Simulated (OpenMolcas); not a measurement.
**Fe2+ in LiF**

Fe2+ with its 6 nearest fluoride ions at 2.063 Å, on the Li site of LiF (a = 4.028 Å, distance in the model lattice 2.014 Å). The rest of the host is ab initio model potentials to 7.6 Å and point charges beyond; the distance is set by hand and nothing relaxes, and no local charge compensation is placed. Ligand basis ANO-RCC-VDZP.
```
Fe    0.0000    0.0000    0.0000
F     2.0630    0.0000    0.0000
F     0.0000    2.0630    0.0000
F    -2.0630    0.0000    0.0000
F     0.0000   -2.0630    0.0000
F     0.0000    0.0000    2.0630
F     0.0000    0.0000   -2.0630
```

```yaml
Program: OpenMolcas
Method: CASSCF
Basis: ANO-RCC-VTZP [6s5p3d2f1g]
Scalar_Hamiltonian: DKH2, point nucleus
Active_space: 6 electrons in 5 orbitals (3d)
State_averaging: 2S+1 = 5 even, 5 roots; 2S+1 = 3 even, 45 roots; 2S+1 = 1 even, 50 roots
Spin-orbit_coupling: state interaction with AMFI integrals over the reference wave functions
```

The lowest spin-free states (labels of O, the rotations of Oh), above the lowest:

| State | Degeneracy | E (cm-1) | Free-ion L (%) |
| --- | --- | --- | --- |
| 5T2 | 3 | 0.0 | D (100) |
| 5E | 2 | 9233 | D (100) |
| 3T1 | 3 | 16042 | H (53) |
| 1A1 | 1 | 19320 | G (54) |
| 3T2 | 3 | 19664 | H (61) |
| 3T1 | 3 | 23021 | H (68) |
| 3T2 | 3 | 25511 | G (72) |
| 1T1 | 3 | 25851 | I (60) |
| 3E | 2 | 26086 | H (67) |
| 3T1 | 3 | 26787 | P (51) |
| 3T2 | 3 | 31081 | F (69) |
| 3A2 | 1 | 31363 | F (100) |
| 1T2 | 3 | 31815 | I (93) |
| 3T1 | 3 | 32527 | H (51) |
| 3E | 2 | 33329 | G (65) |
| 1E | 2 | 34449 | G (74) |
| 1A1 | 1 | 35482 | I (54) |
| 3A1 | 1 | 36229 | G (100) |
| 1T2 | 3 | 37167 | I (46) |
| 3T2 | 3 | 38062 | D (76) |

The lowest levels with spin-orbit coupling:

| E (cm-1) | Degeneracy | Label | 2S+1 |
| --- | --- | --- | --- |
| 0.0 | 3 | T2 | 5 |
| 190.9 | 2 | E | 5 |
| 202.8 | 3 | T1 | 5 |
| 469.3 | 1 | A1 | 5 |
| 494.8 | 3 | T1 | 5 |
| 513.1 | 3 | T2 | 5 |
| 9546 | 1 | A2 | 5 |
| 9549 | 3 | T2 | 5 |
| 9551 | 2 | E | 5 |
| 9554 | 3 | T1 | 5 |
| 9557 | 1 | A1 | 5 |
| 16167 | 2 | E | 3 |
| 16191 | 3 | T2 | 3 |
| 16418 | 1 | A1 | 3 |
| 16531 | 3 | T1 | 3 |
| 19882 | 1 | A1 | 1 |
| 19883 | 3 | T1 | 3 |
| 19947 | 2 | E | 3 |
| 20017 | 3 | T2 | 3 |
| 20042 | 1 | A2 | 3 |

Powder χT (cm3 K/mol): 3.15 at 2 K, 3.24 at 10 K, 3.71 at 50 K, 4.07 at 100 K, 4.17 at 200 K, 4.07 at 300 K. The effective moment at 300 K is 2.828 √(χT) = 5.70 μB.

The lowest level has 2S+1 = 5, for which the spin-only value is χT = S(S+1) / 2 = 3.000 cm3 K/mol (g = 2). The computed 4.066 at 300 K differs by +1.066, through orbital momentum, spin-orbit coupling and any other state in reach. With a threefold ground state the orbital momentum is unquenched, so the spin-only value is not expected to hold.

Metal share of the active 3d orbitals (Löwdin): 95, 95, 98, 98, 98 %; Mulliken charge of the metal 1.76.

An orbital triplet at a regular site is open to Jahn-Teller coupling, which can distort the site and quench the lowest spin-orbit gaps and is left out. Without dynamic correlation the repulsion within the d shell is too large (B by tens of per cent), so at a given field states of lower spin stand too high. Ligand-to-metal charge-transfer states are missing. With no ligand orbital active B as a rule stays too high, so bands that hang on it stand too high and its fall with covalency is understated. With metal d orbitals alone and no dynamic correlation 10Dq can be off by a tenth to a fifth, either way, in oxide and fluoride hosts. No measured value stands beside these numbers; the geometry was set by hand and not optimised.

The RASSCF and RASSI steps took 51 s on 1 thread of Arm Neoverse V1 (shared host); the integral step is not counted.
